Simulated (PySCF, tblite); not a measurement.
Compound: C6H8F2O.
Cartesian coordinates in Å at the GFN2-xTB level; atoms count from 1:
```
atom  x, y, z in Å
C1     2.215    0.005    0.359
C2     0.755    0.126    0.069
C3     0.118    1.258   -0.205
C4    -1.345    1.317   -0.518
O5    -1.883    0.066   -0.886
C6    -1.542   -0.947    0.015
C7    -0.026   -1.166    0.085
F8     0.258   -1.877    1.224
F9     0.388   -1.984   -0.931
H10    2.695    0.979    0.327
H11    2.681   -0.652   -0.374
H12    2.362   -0.439    1.343
H13    0.646    2.199   -0.207
H14   -1.529    1.978   -1.368
H15   -1.885    1.719    0.359
H16   -2.027   -1.860   -0.335
H17   -1.889   -0.711    1.033
```

Method: PBE0/pcSseg-1 in PySCF (dipole) on a GFN2-xTB geometry, gas phase.

Masses are those of the commonest isotopes; rigid-rotor values at the optimised geometry. The values belong to one conformer with, in the numbering `[CH3:1][C:2]1=[CH:3][CH2:4][O:5][CH2:6][C:7]1([F:8])[F:9]`, C2–C3–C4–O5 -18°, C3–C4–O5–C6 50°, C4–O5–C6–C7 -62°, O5–C6–C7–F8 163°.

**Question.** What are A, B and C (GHz)?

**Answer.** Ia = 221.92, Ib = 304.05, Ic = 423.27 u·Å²; 505379 MHz·u·Å²/I gives 2277, 1662 and 1194 MHz, that is A = 2.2773, B = 1.6621, C = 1.1940 GHz.

**Question.** Classify the top.

**Answer.** An asymmetric top: κ = (2 × 1662 − 2277 − 1194)/(2277 − 1194) = -0.14.

**Question.** Is it planar, by Δ = Ic − Ia − Ib?

**Answer.** Not planar: Δ = Ic − Ia − Ib = -102.71 u·Å². For a rigid frame Δ = −2 Σ m c², so Σ m c² = 51.35 u·Å² lies off the ab plane: 5.44 from hydrogen and 45.91 from heavier atoms. The atom farthest from that plane is 1.47 Å away.

**Question.** List the rotational levels J(Ka,Kc) to J = 5 (K).

**Answer.** Above 0(0,0), as E/k:
J = 1: 1(0,1) 0.137, 1(1,1) 0.167, 1(1,0) 0.189
J = 2: 2(0,2) 0.402, 2(1,2) 0.418, 2(1,1) 0.486, 2(2,1) 0.574, 2(2,0) 0.583
J = 3: 3(0,3) 0.785, 3(1,3) 0.791, 3(1,2) 0.923, 3(2,2) 0.985, 3(2,1) 1.023, 3(3,1) 1.194, 3(3,0) 1.196
J = 4: 4(0,4) 1.280, 4(1,4) 1.282, 4(1,3) 1.492, 4(2,3) 1.527, 4(2,2) 1.617, 4(3,2) 1.755, 4(3,1) 1.770, 4(4,1) 2.030, 4(4,0) 2.030
J = 5: 5(0,5) 1.888, 5(1,5) 1.888, 5(1,4) 2.177, 5(2,4) 2.193, 5(2,3) 2.357, 5(3,3) 2.454, 5(3,2) 2.502, 5(4,2) 2.735, 5(4,1) 2.739, 5(5,1) 3.084, 5(5,0) 3.084
Those of J = 1 are B + C, A + C and A + B.

**Question.** Which lines would a microwave search look for?

**Answer.** The dipole components are |μa| = 1.15 D, |μb| = 2.09 D, |μc| = 1.12 D. Intensities carry the squares of the components, which stand as 0.30 : 1.00 : 0.29 (a : b : c). Some lines, for components of 0.1 D or more:

| type | branch | J(Ka,Kc) | MHz | lower level (cm⁻¹) |
| --- | --- | --- | --- | --- |
| c | Q | 2(1,2) ← 2(0,2) | 331 | 0.280 |
| a | Q | 1(1,0) ← 1(1,1) | 468 | 0.116 |
| c | Q | 1(1,1) ← 1(0,1) | 615 | 0.095 |
| b | Q | 1(1,0) ← 1(0,1) | 1083 | 0.095 |
| a | Q | 2(1,1) ← 2(1,2) | 1404 | 0.291 |
| b | Q | 2(1,1) ← 2(0,2) | 1735 | 0.280 |
| c | Q | 2(2,1) ← 2(1,1) | 1845 | 0.338 |
| b | Q | 2(2,0) ← 2(1,1) | 2029 | 0.338 |
| a | R | 1(0,1) ← 0(0,0) | 2856 | 0.000 |
| b | Q | 2(2,1) ← 2(1,2) | 3250 | 0.291 |
| b | R | 1(1,1) ← 0(0,0) | 3471 | 0.000 |
| c | R | 1(1,0) ← 0(0,0) | 3939 | 0.000 |
| b | R | 2(0,2) ← 1(1,1) | 4913 | 0.116 |
| a | R | 2(1,2) ← 1(1,1) | 5244 | 0.116 |
| a | R | 2(0,2) ← 1(0,1) | 5529 | 0.095 |
| b | R | 2(1,2) ← 1(0,1) | 5859 | 0.095 |
| a | R | 2(1,1) ← 1(1,0) | 6180 | 0.131 |
| c | R | 2(1,1) ← 1(0,1) | 7264 | 0.095 |
| b | R | 2(2,1) ← 1(1,0) | 8026 | 0.131 |
| c | R | 2(2,0) ← 1(1,0) | 8209 | 0.131 |
| c | R | 2(2,1) ← 1(1,1) | 8494 | 0.116 |
| b | R | 2(2,0) ← 1(1,1) | 8678 | 0.116 |

**Question.** Estimate the classical rotational partition function at 25 K, 50 K and 200 K.

**Answer.** Point group C1, symmetry number σ = 1; q = (√π/σ)·√((kT/h)³/(ABC)), k/h = 20836.6 MHz/K: 9910 at 25 K, 28000 at 50 K, 224000 at 200 K.

Its GFN2-xTB frequencies are all real (lowest 58 cm⁻¹). Constants of a rigid frame at the computed geometry: no zero-point averaging, no centrifugal distortion. A rigid rotor knows nothing of internal rotation, which can split or shift real lines.
